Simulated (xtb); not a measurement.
C$_{4}$H$_{8}$O, charge +1, doublet, at a GFN2-xTB geometry (a state made from the parent by changing its charge; the spin is typed, not shown lowest); GFN2-xTB in xtb 6.7.1.

xtb was given this input:
```
$ xtb mol.xyz --gfn 2 --chrg 1 --uhf 1 --opt --json

# file mol.xyz
13

C     -0.17354329     1.24415491    -0.15933187
C      1.06367530     0.54031798     0.42435446
C      0.81255235    -0.91608096     0.05424793
O     -0.53703760    -1.07661452    -0.15989436
C     -1.20717736     0.12496501    -0.17174122
H     -0.48637784     2.10354056     0.42796667
H      0.01051107     1.58739492    -1.18036552
H      1.99710065     0.92504830     0.02182691
H      1.10209841     0.64308487     1.51162721
H      1.14579578    -1.66731876     0.79117889
H      1.34548015    -1.21940674    -0.87276493
H     -1.87761105     0.15262882     0.71433145
H     -1.91373835     0.12780251    -1.01982151
```

It wrote (shortened):

```
   ID    Z sym.   atoms
    1    6 C      1-3, 5
    2    8 O      4
    3    1 H      6-13

           -------------------------------------------------
          |                Calculation Setup                |
           -------------------------------------------------

           -------------------------------------------------
          |                 G F N 2 - x T B                 |
           -------------------------------------------------

          ...................................................
          :                      SETUP                      :
          :.................................................:
          :  # basis functions                  28          :
          :  # atomic orbitals                  28          :
          :  # shells                           18          :
          :  # electrons                        29          :
          :  max. iterations                   250          :
          :  Hamiltonian                  GFN2-xTB          :
          :  restarted?                      false          :
          :  GBSA solvation                  false          :
          :  PC potential                    false          :
          :  electronic temp.          300.0000000     K    :
          :  accuracy                    1.0000000          :
          :  -> integral cutoff          0.2500000E+02      :
          :  -> integral neglect         0.1000000E-07      :
          :  -> SCF convergence          0.1000000E-05 Eh   :
          :  -> wf. convergence          0.1000000E-03 e    :
          :  Broyden damping             0.4000000          :
          :  net charge                          1          :
          :  unpaired electrons                  1          :
          ...................................................

 iter      E             dE          RMSdq      gap      omega  full diag
   1    -16.3705184 -0.163705E+02  0.317E+00   11.61       0.0  T
   2    -16.3875391 -0.170207E-01  0.207E+00   11.75       1.0  T
   3    -16.3880523 -0.513223E-03  0.616E-01   11.83       1.0  T
   4    -16.3886795 -0.627240E-03  0.138E-01   11.87       1.0  T
   5    -16.3887354 -0.558857E-04  0.628E-02   11.86       1.0  T
   6    -16.3887407 -0.525272E-05  0.244E-02   11.86       1.1  T
   7    -16.3887440 -0.338688E-05  0.690E-03   11.86       4.0  T
   8    -16.3887441 -0.785139E-07  0.224E-03   11.86      12.4  T
   9    -16.3887442 -0.319375E-07  0.433E-04   11.86      64.0  T
[...]
         :: total energy             -16.202535530898 Eh    ::
 * total energy  :   -16.2025355 Eh     change       -0.7492673E-11 Eh
   *** GEOMETRY OPTIMIZATION CONVERGED AFTER 1 ITERATIONS ***
         :: total energy             -16.202535530905 Eh    ::
[...]
    13   1 H        0.923     0.168     1.274     1.765

 Mol. C6AA /au·bohr⁶  :       1012.641804
 Mol. C8AA /au·bohr⁸  :      22303.578350
 Mol. α(0) /au        :         46.472026

Wiberg/Mayer (AO) data.
largest (>0.10) Wiberg bond orders for each atom

 ---------------------------------------------------------------------------
     #   Z sym  total        # sym  WBO       # sym  WBO       # sym  WBO
 ---------------------------------------------------------------------------
     1   6 C    3.978 --     5 C    1.007     2 C    1.001     6 H    0.961
                             7 H    0.945
     2   6 C    3.978 --     3 C    1.007     1 C    1.001     8 H    0.961
                             9 H    0.945
     3   6 C    3.910 --     4 O    1.094     2 C    1.007    10 H    0.868
                            11 H    0.825
     4   8 O    2.426 --     5 C    1.094     3 C    1.094
     5   6 C    3.910 --     4 O    1.094     1 C    1.007    13 H    0.868
                            12 H    0.825
     6   1 H    0.988 --     1 C    0.961
     7   1 H    0.987 --     1 C    0.945
     8   1 H    0.988 --     2 C    0.961
     9   1 H    0.987 --     2 C    0.945
    10   1 H    0.967 --     3 C    0.868
    11   1 H    0.954 --     3 C    0.825
    12   1 H    0.954 --     5 C    0.825
    13   1 H    0.967 --     5 C    0.868
 ---------------------------------------------------------------------------

Topologies differ in total number of bonds
Writing topology from bond orders to xtbtopo.mol

molecular dipole:
                 x           y           z       tot (Debye)
 q only:        0.018       0.035       0.005
   full:       -0.026      -0.052      -0.008       0.150
molecular quadrupole (traceless):
                xx          xy          yy          xz          yz          zz
 q only:        4.435      -3.670      -0.826       0.769      -0.248      -3.609
  q+dip:        3.430      -3.780      -2.258      -0.167      -0.366      -1.172
   full:        3.913      -3.957      -1.950       0.140      -0.369      -1.963

optimized geometry written to: xtbopt.xyz

           -------------------------------------------------
          | TOTAL ENERGY              -16.202535530905 Eh   |
          | GRADIENT NORM               0.000030170861 Eh/α |
          | HOMO-LUMO GAP              11.863239427904 eV   |
           -------------------------------------------------

normal termination of xtb
```
